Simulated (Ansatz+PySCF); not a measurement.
Values are calculated unless marked as measured or tabulated.
Input for PySCF 2.14.0:

```python
from pyscf import gto, scf, mp

mol = gto.M(atom="""
Li 1.193090 0.000000 0.000000
Li -1.193090 0.000000 0.000000
F 0.000000 1.395940 0.000000
F 0.000000 -1.395940 0.000000
""", basis='def2-svp', charge=0, spin=0)
mf = scf.RHF(mol)
mf.kernel()
pt = mp.MP2(mf, frozen=2).run()
print(mf.e_tot, pt.e_corr, pt.e_tot)
```

The script is written out from the run's settings.

Output:

```
Converged          : yes
Reference energy   : -213.80190 hartree
Correlation energy : -0.40986 hartree
Total energy       : -214.21175 hartree
```
